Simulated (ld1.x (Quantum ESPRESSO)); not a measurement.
Reading a pseudo-wave (C)

Columns: radius, all-electron u(r) and pseudo u(r) of the 2p shell (level -5.42 eV) of carbon in the configuration [He] 2s2 2p2; LDA (PZ), non-relativistic, RRKJ scheme, ld1.x (Quantum ESPRESSO) 7.5.

```csv
r (bohr),all-electron,pseudo
0.145,0.0886,0.0232
0.290,0.2460,0.0899
0.435,0.3967,0.1911
0.580,0.5178,0.3138
0.725,0.6057,0.4430
0.870,0.6631,0.5637
1.015,0.6949,0.6635
1.160,0.7064,0.7340
1.305,0.7027,0.7717
1.450,0.6879,0.7779
1.595,0.6653,0.7576
1.740,0.6375,0.7184
1.885,0.6065,0.6685
2.030,0.5737,0.6152
2.175,0.5401,0.5640
2.320,0.5066,0.5179
2.465,0.4736,0.4777
2.610,0.4415,0.4424
2.755,0.4107,0.4107
2.900,0.3812,0.3812
3.045,0.3533,0.3533
3.190,0.3268,0.3268
3.335,0.3020,0.3020
3.480,0.2786,0.2786
3.625,0.2569,0.2569
3.770,0.2365,0.2365
```

Problem. How many radial nodes do the two functions have?

Solution. The all-electron 2p function has n − l − 1 = 0; the pseudo-wave has 0.

Problem. At about which radius was the pseudo-wave matched?

Solution. 2.90 bohr, where the columns begin to agree (steps of 0.14 bohr).

Problem. Is the pseudo-wave norm-conserving?

Solution. Yes: the RRKJ scheme keeps the norm inside the radius equal to the all-electron one, which fixes the energy derivative of the logarithmic derivative at the level.
